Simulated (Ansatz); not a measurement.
Reaction (redistribution): `C=C[Si](C)(F)Cl` + `[OH][Al]([F])[SiH3]` → `C=C[Si](C)(O)F` + `[F][Al]([SiH3])[Cl]`

Computed with Ansatz on PBE0-D4/def2-TZVP structures; ΔE is electronic, products minus reactants. CCSD(T)/CBS is the MP2 limit (def2-TZVPP, def2-QZVPP) plus CCSD(T) − MP2 in def2-TZVPP, frozen cores. Functionals use def2-TZVPP. B3LYP here is the variant with VWN-RPA as its local correlation; programs differ in this. One conformer a species, not always the lowest.

`C=C[Si](C)(F)Cl`:

Cartesian coordinates in Å:
```
C -1.850 -0.584 0.159
C -1.088 -0.254 -0.881
Si 0.677 0.246 -0.705
C 1.310 0.233 1.030
F 1.577 -0.731 -1.592
Cl 0.917 2.116 -1.517
H -1.468 -0.579 1.176
H -2.891 -0.872 0.046
H -1.529 -0.272 -1.876
H 1.234 -0.767 1.463
H 2.360 0.533 1.040
H 0.751 0.931 1.657
```

`[OH][Al]([F])[SiH3]`:

Z-matrix (Å, degrees):
```
Si
Al 1 2.432
H 1 1.488 2 110.4
H 1 1.487 2 111.4 3 -120.6
H 1 1.489 2 110.1 3 119.1
F 2 1.652 1 121.3 3 126.2
O 2 1.686 1 119.3 3 -54.0
H 7 0.956 2 125.3 1 -179.6
```

`C=C[Si](C)(O)F`:

Cartesian coordinates in Å:
```
C 0.483 -0.525 -2.064
C 0.994 -0.214 -0.875
Si 0.001 0.581 0.472
C -0.504 -0.561 1.830
O -1.364 1.257 -0.129
F 0.936 1.727 1.095
H 1.070 -1.002 -2.844
H -0.556 -0.317 -2.308
H 2.041 -0.455 -0.690
H -1.039 -0.016 2.611
H 0.369 -1.038 2.281
H -1.161 -1.345 1.446
H -1.270 1.907 -0.826
```

`[F][Al]([SiH3])[Cl]`:

Z-matrix (Å, degrees):
```
Si
Al 1 2.432
H 1 1.486 2 110.9
H 1 1.488 2 109.7 3 -120.5
H 1 1.488 2 109.8 3 120.5
Cl 2 2.088 1 123.5 3 0.5
F 2 1.645 1 119.9 3 -179.5
```

```json
{"level": "PBE-D4", "ΔE (eV)": "-0.24"}
{"level": "r2SCAN-D4", "ΔE (eV)": "-0.29"}
{"level": "B3LYP-D4", "ΔE (eV)": "-0.27"}
{"level": "ωB97M-V", "ΔE (eV)": "-0.28"}
{"level": "PBE", "ΔE (eV)": "-0.25"}
{"level": "HF/def2-TZVPP", "ΔE (eV)": "-0.41"}
{"level": "CCSD(T)/def2-TZVPP", "ΔE (eV)": "-0.29"}
{"level": "MP2/def2-QZVPP", "ΔE (eV)": "-0.25"}
```

Q: What does CCSD(T)/CBS give? (An estimate is asked.)

A: The calculation gave: -0.28 eV. The listed levels differ from it by 0.04, -0.01, 0.01, 0.00, 0.03, -0.13, -0.01, 0.03 eV.

Largest T1 diagnostic among the species: 0.013.

In def2-TZVPP, CCSD(T) changes the Hartree–Fock value by +0.11 eV (the triples alone add +0.02 eV) and MP2 by +0.15 eV. From PBE to PBE0 (25 % exact exchange), in def2-TZVPP and without D4, ΔE moves by −0.04 eV.
